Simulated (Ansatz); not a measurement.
ClH₃N₂OW (`[NH]=[W](=[NH])([OH])[Cl]`), relaxed with RKS PBE0-D4/def2-TZVP in Ansatz from a PBE-D4/def2-SVP geometry. The force threshold is 0.005 eV/Å; the program also tests the step.

Charge 0, multiplicity 1. W: def2 effective core potential.

Start:

```xyz
8

N     0.031    1.023    1.163
W     0.330   -0.134   -0.134
N    -0.675   -1.567    0.063
O    -0.185    0.680   -1.786
Cl    2.550   -0.791   -0.002
H    -0.405    1.333    2.036
H    -1.356   -2.191    0.502
H    -0.290    1.648   -1.843
```

(1) By how much does the energy fall, and how many steps does the optimiser take? (An estimate is asked.)

(2) Which bonds change most? (An estimate is asked.)

(3) Give the relaxed structure. (Best estimate.)

Results:

(1) Computed: 1.26 kcal/mol, in 6 steps.

(2) Ansatz gave: W2–Cl5 from 2.318 to 2.290 Å; W2–O4 from 1.913 to 1.893 Å; N1–W2 from 1.764 to 1.745 Å; W2–N3 from 1.761 to 1.743 Å.

(3) Computed: 
```xyz
8

N     0.025    1.013    1.160
W     0.313   -0.134   -0.122
N    -0.676   -1.557    0.066
O    -0.163    0.673   -1.767
Cl    2.512   -0.766   -0.025
H    -0.397    1.325    2.021
H    -1.342   -2.178    0.496
H    -0.273    1.624   -1.831
```
